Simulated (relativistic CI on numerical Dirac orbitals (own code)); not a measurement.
Radial Dirac CI calculation of Au³⁺: levels, rates and radial parameters.

Command:

```sh
python run_levels.py task.json out
```

Input:

```
atom Au  Z=79  charge=3  electrons=76
nucleus A=197  rms_radius_fm=5.4371
hamiltonian dirac-coulomb  breit=on  qed=on  c_scale=1
orbitals kli  potential=per-configuration
slater_scale 0.85
correlation p86
mixing on
configurations
  [Xe] 4f14 5d8
  [Xe] 4f14 5d7 6s
  [Xe] 4f14 5d7 6p
  [Xe] 4f14 5d7 5f
  [Xe] 4f14 5d6 6s2
  [Xe] 4f14 5d7 6d
  [Xe] 4f14 5d6 6s 6p
  [Xe] 4f14 5d7 7s
  [Xe] 4f14 5d6 5f2
  [Xe] 4f14 5d7 7p
  [Xe] 4f14 5d7 8s
  [Xe] 4f14 5d7 7d
  [Kr] 4d10 4f14 5s2 5p5 5d9
  [Xe] 4f14 5d7 6f
  [Xe] 4f14 5d7 8p
  [Xe] 4f14 5d7 5g
  [Xe] 4f14 5d7 8d
  [Xe] 4f14 5d6 6p2
  [Xe] 4f14 5d6 6s 7s
  [Xe] 4f14 5d6 5f 6s
  [Xe] 4f14 5d6 6p 7s
end
```

Hardware: one thread of Neoverse-V1, on a shared host. Rates were computed among at most 60 levels.

How large is the problem, and how long does it take?

5607 determinants at the lowest M give 5607 levels; 216 SCF iterations in all; about 9.3 s of CPU and 0.26 GiB at the peak.
